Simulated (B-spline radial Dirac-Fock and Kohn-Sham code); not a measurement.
## Ge⁺ in Watson spheres of different radius

Calculated with a radial atomic solver, using ΔSCF Dirac-Fock with Breit, self-energy and vacuum polarisation, finite nucleus, configuration average. The ion, [Ar] 3d10 4s2 4p1, sits in a hollow sphere of charge Q = -1, a simple model of the Madelung potential. Inside the sphere an electron's potential energy is raised by the constant 14.40·|Q|/R eV, so binding energies fall by about that much as long as the orbitals stay inside.

| radius (Å) | 14.40 |Q|/R (eV) | 1s (eV) | 2s (eV) | 2p1/2 (eV) | 2p3/2 (eV) | 3s (eV) | 3p1/2 (eV) | 3p3/2 (eV) | 3d3/2 (eV) | 3d5/2 (eV) | 4s (eV) | 4p (eV) |
| --- | --- | --- | --- | --- | --- | --- | --- | --- | --- | --- | --- | --- |
| 2 | 7.20 | 11115.3 | 1429.6 | 1260.8 | 1229.6 | 196.6 | 139.9 | 135.6 | 39.82 | 39.28 | 15.83 | 8.12 |
| 3 | 4.80 | 11117.6 | 1431.9 | 1263.1 | 1231.8 | 198.8 | 142.2 | 137.9 | 42.08 | 41.53 | 18.11 | 10.35 |

From the smallest to the largest radius 1s moves by +2.2 eV, while the constant potential alone would give +2.4 eV; the difference comes from charge outside the sphere and its screening.
